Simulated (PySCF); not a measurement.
Frontier levels across methods

Compound: C5H4F2.
Structure used (PBE0-D3(BJ)/def2-SVP), in Å, numbered top down from 1:
```
atom  x, y, z in Å
C1     2.464    0.013   -0.006
C2     1.023    0.124   -0.121
C3    -0.184    0.217   -0.220
C4    -1.590    0.332   -0.341
F5    -2.045    1.222   -1.232
C6    -2.495   -0.370    0.355
F7    -2.129   -1.269    1.254
H8     2.962    0.635   -0.767
H9     2.794   -1.027   -0.150
H10    2.811    0.347    0.984
H11   -3.573   -0.247    0.227
```

Basis pcSseg-1 throughout (PySCF), one geometry. Geometry: PBE0-D3(BJ)/def2-SVP; no solvent, vibrations or thermal averaging.

Question: How do the orbital energies, the gap and the dipole change with the method?

Answer: 
| method | kind | HOMO (eV) | LUMO (eV) | gap (eV) | μ (D) | SCF cycles |
| --- | --- | --- | --- | --- | --- | --- |
| B97-D | GGA | -5.58 | -1.53 | 4.05 | 1.51 | 17 |
| B3LYP | global hybrid | -6.57 | -0.96 | 5.62 | 1.50 | 14 |
| PBE0 | global hybrid | -6.79 | -0.75 | 6.04 | 1.51 | 14 |
| mPW1PW91 | global hybrid | -6.83 | -0.78 | 6.04 | 1.51 | 14 |
| BHandHLYP | global hybrid | -7.83 | 0.26 | 8.09 | 1.48 | 14 |
| wB97X-D | range-separated hybrid | -8.60 | 0.97 | 9.57 | 1.49 | 14 |
| HF | Hartree–Fock | -9.32 | 2.96 | 12.27 | 1.41 | 12 |
| LC-wPBE | range-separated hybrid | -9.36 | 1.45 | 10.81 | 1.42 | 14 |

The HOMO spans 3.78 eV, from B97-D down to LC-wPBE, and the gap runs from 4.05 eV (B97-D) to 12.27 eV (HF). Over the methods B97-D (0 %), B3LYP (20 %), PBE0 (25 %), mPW1PW91 (25 %), BHandHLYP (50 %), HF (100 %), a straight line through the gap against the share of exact exchange rises by 0.83 eV for each 10 % (correlation coefficient 1.000). The dipole ranges from 1.41 D (HF) to 1.51 D (PBE0). This basis has no diffuse functions.
